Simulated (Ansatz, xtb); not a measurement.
# Relaxing a trial structure of CHBClGa

The starting geometry of this gas-phase triplet was built from a drawn formula by distance geometry and a force field; its bonds are those of `Cl/C=[B]\[Ga]`.

```xyz
5

C    -1.5344   -0.6183   -0.5608
B    -2.0892    0.6024    0.0853
Cl   -0.0427   -1.4155   -0.0308
Ga   -1.8215    2.1463    1.7516
H    -2.0936   -1.0262   -1.3932
```

Question: Predict what becomes of its bonds when it is optimised with r2SCAN-D4/def2-SVP.

Answer: It keeps its bonds, and is `ClC=[B][Ga]`. Distances that change by over a tenth: B2–Ga4 (2.29 → 1.95 Å).

The energy falls by 0.63 eV over 9 steps:

| step | E − E(last) (eV) |
| --- | --- |
| 1 | 0.631 |
| 2 | 0.486 |
| 3 | 0.299 |
| 4 | 0.157 |
| 5 | 0.130 |
| 6 | 0.026 |
| 7 | 0.005 |
| 8 | 0.000 |
| 9 | 0.000 |

Final geometry (Å):

```
atom    x (Å)    y (Å)    z (Å)
   C  -1.4788  -0.5586  -0.4484
   B  -1.7246   0.5817   0.3846
  Cl  -0.0904  -1.5953  -0.2791
  Ga  -2.1528   2.1453   1.4593
   H  -2.1348  -0.8844  -1.2642
```

From the same start GFN2-xTB ends elsewhere, differing in C1–Cl3 (3.70 against 1.74 Å here), C1–Ga4 (2.19 against 3.38 Å here), B2–Ga4 (3.05 against 1.95 Å here), Cl3–Ga4 (2.17 against 4.61 Å here).

The end wasn't checked by frequencies. Open shells are spin-unrestricted. The triplet needn't be the ground state. Run with Ansatz 0.2.0, 49 s on 1 thread of AMD EPYC 9R45 96-Core Processor (Zen 5), with other jobs on the host.
